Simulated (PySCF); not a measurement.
# [NiO2]-, quartet: molecular constants

These are results of UPBE0 in PySCF with Ni def2-TZVPD, O def2-TZVPD; no relativity; density-fitted integrals, not measurements.

The structure is a minimum.

Z-matrix (Å, degrees; charge -1 multiplicity 4):
```
Ni
O  1 1.6528
O  1 1.6528 2 180.00
```

* Point group: D∞h
* Bond lengths: Ni–O 1.653 Å (×2)
* Bond angles: O–Ni–O 180.0°
* Dipole moment about the centre of mass: 0.00 D
* Heat capacity Cp at 298.15 K: 50.0 J/(mol K)
* Principal polarisabilities: 41.9, 41.9, 95.0 bohr³
* Entropy at 298.15 K and 1 bar (electronic part: spin only): 259.3 J/(mol K)
* Highest occupied level (β): -1.38 eV
* Enthalpy at 298.15 K above 0 K: 12.28 kJ/mol
* Principal quadrupole moments (Buckingham, traceless) about the centre of mass: -21.27, 10.64, 10.64 D Å
* Zero-point energy: 11.9 kJ/mol
* Spin squared ⟨S²⟩: 3.787
* Rotational constants: 0.1929 cm⁻¹
* Rotational symmetry number: 2
* Lowest empty level (β): 1.73 eV

Harmonic modes (masses in u: Ni 57.935, O 15.995):
```json
{"symmetry": "πu", "ω (cm⁻¹)": "167", "IR (km/mol, summed over degenerate members)": "144", "type": "bend"}
{"symmetry": "σg+", "ω (cm⁻¹)": "775", "IR (km/mol, summed over degenerate members)": "0.0", "type": "stretch"}
{"symmetry": "σu+", "ω (cm⁻¹)": "877", "IR (km/mol, summed over degenerate members)": "316", "type": "stretch"}
```

In D∞h the vibrations span πu + σg+ + σu+. The σg+ mode carries no infrared intensity, as symmetry demands. With a centre of inversion only u modes can be infrared active and only g modes Raman active.

Charges (e); Mulliken and Löwdin values are unreliable with diffuse functions:
| atom | Mulliken | Löwdin | polar tensor | spin (Mulliken) | Mayer order to Ni1 |
| --- | --- | --- | --- | --- | --- |
| Ni1 | 0.62 | 0.42 | 1.04 | 1.75 | – |
| O2,3 | -0.81 | -0.71 | -1.02 | 0.63 | 1.30 |

Mulliken populations on Ni1: s 6.69, p 12.30, d 8.39, f 0.00.

Outer orbital energies (eV). α occupied: -4.37, -4.37, -3.28, -3.28, -2.94, -2.60, -1.78, -1.78; empty: 4.15, 4.78, 4.86, 4.86. β occupied: -4.91, -3.65, -3.65, -3.02, -3.02, -2.18, -1.38, -1.38; empty: 1.73, 3.04, 3.04, 4.50.

Formally Ni is in oxidation state +3, d7, with 3 unpaired electrons (the high-spin count). The Mulliken spin on Ni is 1.75. The polar-tensor charge on Ni, 1.04, is far below the formal one.

This need not be the most stable arrangement of these atoms. With open d or f shells other occupations or spin states may lie lower. The lowest empty level of this anion is unbound, so it and the gap depend on the basis.

The final relaxation and frequency run took about 2.7 core-minutes on a shared host.
